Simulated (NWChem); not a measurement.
C$_{2}$H$_{3}$Br; SMILES C=CBr

Results from NWChem. Geometry: optimised at B3LYP/6-31G* (spherical d).

Q: Predict the results for LDA (Slater exchange, PW92)/def2-SVP. Quantities: highest occupied level (eV); orbital gap (eV); dipole (D).

A: 
```json
{
  "highest occupied level (eV)": "-6.29",
  "orbital gap (eV)": "4.91",
  "dipole (D)": "1.30"
}
```
